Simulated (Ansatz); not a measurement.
Computed with Ansatz on PBE0-D4/def2-TZVP structures; ΔE is electronic, products minus reactants. CCSD(T)/CBS adds triple-zeta CCSD(T) − MP2 to the extrapolated MP2 energy (def2 sets, frozen cores). For Ge outer-core shells are correlated without core-valence functions, which leaves a few kJ/mol of doubt a bond. Scalar relativity is left out up to krypton. One conformer a species, not always the lowest.

`[BH2][GeH2][CH2][SiH3]` + `[SH][GeH2][Cl]` → `[BH2][GeH2][Cl]` + `[SiH3][CH2][GeH2][SH]`  (redistribution)

| species | HF/CBS(def2) energy (Eh) |
| --- | --- |
| `[BH2][GeH2][CH2][SiH3]` | -2432.15309 |
| `[SH][GeH2][Cl]` | -2934.31681 |
| `[BH2][GeH2][Cl]` | -2561.97547 |
| `[SiH3][CH2][GeH2][SH]` | -2804.49726 |

Question: Work out ΔE.

Answer: ΔE = (-2561.97547) + (-2804.49726) − (-2432.15309) − (-2934.31681) = -0.00283 Eh = -7.4 kJ/mol. CCSD(T)/CBS gives -4.7 kJ/mol.

Largest T1 diagnostic among the species: 0.011.
